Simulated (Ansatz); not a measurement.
Reaction (formal exchange of groups at the Al–O bond): `[BH2][Al]([CH3])[O][AlH2]` + CH₄ → `[BH2][Al]([CH3])[CH3]` + `[OH][AlH2]`

Computed with Ansatz on PBE0-D4/def2-TZVP structures; ΔE is electronic, products minus reactants. CCSD(T)/CBS adds triple-zeta CCSD(T) − MP2 to the extrapolated MP2 energy (def2 sets, frozen cores). This one scheme is used for every species. DFT in def2-TZVPP. B3LYP here is the variant with VWN-RPA as its local correlation; programs differ in this. HSE06 is defined as in plane-wave codes. Each species was taken in one conformer, which may not be the lowest.

```tsv
level	ΔE (kJ/mol)	difference from CCSD(T)/CBS
LDA (SPW92)	157.8	-14.6
PBE-D4	159.7	-12.7
revPBE-D4	159.1	-13.3
BLYP-D4	173.3	0.9
r2SCAN-D4	172.3	-0.1
PBE0-D4	164.3	-8.1
B3LYP-D4	176.3	3.9
r2SCANh-D4	172.8	0.4
r2SCAN0-D4	173.4	1.0
HSE06-D4	163.8	-8.6
BHLYP-D4	183.2	10.8
CAM-B3LYP-D4	178.7	6.3
ωB97X-V	171.7	-0.7
B2PLYP	177.9	5.5
PBE-QIDH	171.2	-1.2
PBE	158.8	-13.6
revPBE	158.2	-14.2
BLYP	171.9	-0.5
r2SCAN	172.0	-0.4
PBE0	163.3	-9.1
B3LYP	174.9	2.5
r2SCANh	172.4	0.0
r2SCAN0	172.9	0.5
HSE06	162.9	-9.5
BHLYP	181.1	8.7
CAM-B3LYP	177.6	5.2
LC-ωPBE	167.4	-5.0
RPA@PBE/def2-TZVPP	174.1	1.7
MP2/def2-SVP	189.3	16.9
CCSD/def2-SVP	187.8	15.4
CCSD(T)/def2-SVP	187.0	14.6
HF/def2-TZVPP	188.2	15.8
MP2/def2-TZVPP	177.3	4.9
CCSD/def2-TZVPP	176.2	3.8
CCSD(T)/def2-TZVPP	174.7	2.3
HF/def2-QZVPP	189.2	16.8
MP2/def2-QZVPP	176.4	4.0
SCS-MP2/def2-QZVPP	179.2	6.8
HF/CBS(def2)	189.3	16.9
CCSD/CBS(def2)	173.9	1.5
CCSD(T)/CBS	172.4	0
```

Largest T1 diagnostic among the species: 0.012.

At CCSD(T), def2-SVP lies +14.6 kJ/mol from the extrapolated value and def2-TZVPP +2.3 kJ/mol. From PBE to PBE0 (25 % exact exchange), in def2-TZVPP and without D4, ΔE moves by +4.5 kJ/mol.
